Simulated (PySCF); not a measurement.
# Vertical excitation energies

3-chloroanisole, C7H7ClO.
Structure used (GFN2-xTB), in Å, numbered top down from 1:
```xyz
16
C7H7ClO angstrom
C      2.6408    0.5622    0.2551
O      1.7879   -0.5172   -0.0472
C      0.4493   -0.3535    0.1000
C     -0.3409   -1.4624   -0.2137
C     -1.7125   -1.3940   -0.0987
C     -2.3317   -0.2289    0.3283
C     -1.5419    0.8620    0.6382
Cl    -2.2865    2.3282    1.1759
C     -0.1603    0.8196    0.5325
H      3.6503    0.1994    0.0677
H      2.5525    0.8614    1.3041
H      2.4409    1.4245   -0.3886
H      0.1505   -2.3633   -0.5441
H     -2.3132   -2.2565   -0.3436
H     -3.4040   -0.1695    0.4189
H      0.4111    1.6968    0.7876
```

Method: TDDFT PBE0/def2-SVPD, vertical, gas phase, core orbitals frozen in the response in PySCF 2.14.0, density-fitted response routines.

Question: Predict the UV-vis stick spectrum at this level.

Answer: 

```tsv
state	E (eV)	E (kJ/mol)	λ (nm)	f	symmetry	main configurations (H = HOMO, L = LUMO)
S1	5.09	491	243.6	0.037	A′	H→L (71%), H-1→L+1 (17%)
S2	5.76	556	215.2	0.076	A′	H→L+1 (61%), H-1→L (25%), H→L (12%)
S3	6.13	591	202.3	0.0002	–	H→L+2 (80%), H→L+3 (17%)
S4	6.46	623	192.0	0.013	A″	H→L+3 (73%), H→L+2 (17%)
S5	6.48	625	191.4	0.403	A′	H-1→L (64%), H→L+1 (24%)
S6	6.65	642	186.3	0.471	A′	H-1→L+1 (75%), H→L (14%)
```

Triplets (Tamm–Dancoff): T1 3.92 eV, H→L (43%), H→L+1 (33%), H-1→L (18%); T2 4.31 eV, H→L (52%), H→L+1 (36%).

The lowest singlet comes at 244 nm (491 kJ/mol) in the ultraviolet; it is of moderate strength; its leading configuration is HOMO→LUMO (71%). The most intense listed level is S6 at 6.65 eV (186 nm, f = 0.471), 1.56 eV above S1. It is the last of those listed, so stronger ones may follow. Löwdin shares by element: HOMO carbon 47% or more, oxygen 18% (atoms not listed hold the other 35%); LUMO carbon 71% or more (atoms not listed hold the other 29%). The listed states span 1.56 eV, and the widest gap between neighbours is 0.67 eV (S1 to S2). The oscillator strengths of these states sum to 1.001; summed over the whole spectrum of an exact calculation they would give the number of electrons, 74 (Thomas–Reiche–Kuhn). Weighted by f, the mean energy of these states is 6.46 eV. Symmetry labels in Cs follow from the direction of the transition dipole and are given only for states with f of 0.002 or more. Only the lowest 6 singlets were computed, as vertical energies without vibronic structure.

One conformer stands for the species.
